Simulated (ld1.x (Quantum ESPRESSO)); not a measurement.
## u(r) = r·R(r): atom against pseudo-atom (Pd (Z = 46))

Columns: radius, all-electron u(r) and pseudo u(r) of the 5s shell (level -2.79 eV) of palladium in the configuration [Kr] 4d10 5s0; PBEsol, non-relativistic, PAW scheme, ld1.x (Quantum ESPRESSO) 7.5.

```tsv
r (bohr)	all-electron	pseudo
0.168	0.0028	0.0617
0.335	0.1342	0.1221
0.503	-0.0647	0.1812
0.670	-0.2149	0.2374
0.838	-0.2259	0.2907
1.005	-0.1417	0.3399
1.172	-0.0178	0.3848
1.340	0.1115	0.4252
1.508	0.2282	0.4607
1.675	0.3255	0.4908
1.842	0.4031	0.5159
2.010	0.4629	0.5361
2.178	0.5065	0.5514
2.345	0.5364	0.5619
2.512	0.5551	0.5681
2.680	0.5645	0.5701
2.848	0.5664	0.5682
3.015	0.5623	0.5626
3.182	0.5534	0.5534
3.350	0.5408	0.5408
3.518	0.5255	0.5255
3.685	0.5081	0.5081
3.852	0.4894	0.4894
4.020	0.4696	0.4696
4.188	0.4493	0.4493
4.355	0.4289	0.4289
```

(1) How many radial nodes do the two functions have?

(2) At about which radius was the pseudo-wave matched?

(3) Where does each function peak?

(4) Is the pseudo-wave norm-conserving?

Results:

(1) The all-electron 5s function has n − l − 1 = 4 (the table is too coarse to show those close to the nucleus); the pseudo-wave has 0, since the states of the same l below it are removed with the core.

(2) 3.20 bohr. The columns agree to 0.0005 from 3.02 bohr on; several derivatives are matched, so the curves merge somewhat inside the radius.

(3) Outermost all-electron maximum near 2.85 bohr, pseudo maximum near 2.68 bohr (to the table’s step).

(4) No, it belongs to a PAW set: the norm inside the radius is not constrained, and the difference is carried by the augmentation charge.
